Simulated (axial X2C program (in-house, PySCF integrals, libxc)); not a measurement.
## Testing model relations on SnI

A bond curve at the CCSD(T) level, with spin–orbit coupling, was computed with an axial X2C code built on PySCF integrals (basis I dyall-cv3z [11s12p8d4f1g], Sn dyall-cv3z [11s12p9d4f1g] (cores contracted in-house)) for the state Ω = 1/2 (⟨Sz⟩ = -0.50, ⟨Lz⟩ = 1.00 at HF). Its fit gives Re = 2.7483 Å, ωe = 192.3 cm⁻¹, ωexe = 0.362 cm⁻¹ and αe = 9.525e-05 cm⁻¹; the masses are 126.9045 and 119.9022 u. Two-component means X2C with spin–orbit coupling and atomic mean-field Coulomb and Gaunt terms.

Correlated methods: 11 electrons correlated (number of frozen shells: I 4 s, 3 p, 2 d; Sn 4 s, 3 p, 2 d), 307 virtual spin orbitals or spinors in MP2, 90 natural virtuals in coupled cluster.

Q: Find the reduced mass, Be and the force constant.

A: From the CCSD(T) values: μ = 61.6520 u. Be = 16.8576/(μ Re²) = 0.0362 cm⁻¹. k = 5.8918×10⁻⁷ μ ωe² = 1.34 mdyn/Å.

Q: A Morse curve ties αe to the other constants (Pekeris). How well does that hold?

A: αe(Morse) = 6Be²/ωe × (√(ωexe/Be) − 1) = 8.841e-05 cm⁻¹; the CCSD(T) curve gives 9.525e-05 cm⁻¹, a ratio of 0.93.

Q: Estimate the centrifugal constant by the Kratzer relation.

A: D = 4Be³/ωe² = 5.13e-09 cm⁻¹.

Q: Where do the fundamental and the first overtone lie?

A: ν(1←0) = ωe − 2ωexe = 191.6 cm⁻¹; ν(2←0) = 2ωe − 6ωexe = 382.4 cm⁻¹.

The state is one determinant whose occupation by symmetry is held fixed; it was picked as the lowest of a PBE0 search that is not exhaustive. Coupled cluster ran in a truncated set of natural virtual spinors; the MP2 energy of the rest was added. (T) has no such correction and the atoms are truncated less, which lowers De at CCSD(T) by a hundredth of an eV or more. With the outer-core shells frozen, correlated bond lengths of heavy atoms tend to come out a few hundredths of an ångström too long.
